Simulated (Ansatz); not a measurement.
The lowest singlet and triplet of NP (SMILES N#P); geometries from B3LYP-D3(BJ)/def2-TZVP, each state relaxed from the structure named, with no frequency check.
Singlet at the triplet's geometry (charge 0, multiplicity 1):
```xyz
2

N      0.00000     0.00000    -1.11419
P      0.00000     0.00000     0.51996
```

A positive gap puts the triplet lower; no zero-point energy. R- takes a restricted singlet. U- takes an unrestricted singlet (broken symmetry where lower, unprojected). The triplet is unrestricted in single-reference levels. Active spaces average the two states.

Correlated levels freeze the cores.

Programs: Ansatz (a quantum-chemistry and plane-wave program) with Gaussian orbitals. Each number belongs to the level named beside it.

| level | gap E(singlet) − E(triplet), vertical, at the triplet's geometry (kJ/mol) |
|---|---|
| R-SVWN5/def2-TZVPP | -312.6 |
| U-SVWN5/def2-TZVPP | -312.6 |
| R-PBE/def2-TZVPP | -281.6 |
| U-PBE/def2-TZVPP | -281.6 |
| R-B3LYP/def2-TZVPP | -256.3 |
| U-B3LYP/def2-TZVPP | -256.3 |
| U-wB97X-V/def2-TZVPP | [?] |
| SC-NEVPT2 on SA-CASSCF(10,8)/cc-pV(T+d)Z | -270.3 |
| FIC-MRCISD+Q on SA-CASSCF(10,8)/cc-pV(Q+d)Z | -267.2 |

Task: Complete the blanks.

Result: 
- U-wB97X-V/def2-TZVPP, gap E(singlet) − E(triplet), vertical, at the triplet's geometry (kJ/mol): -249.9
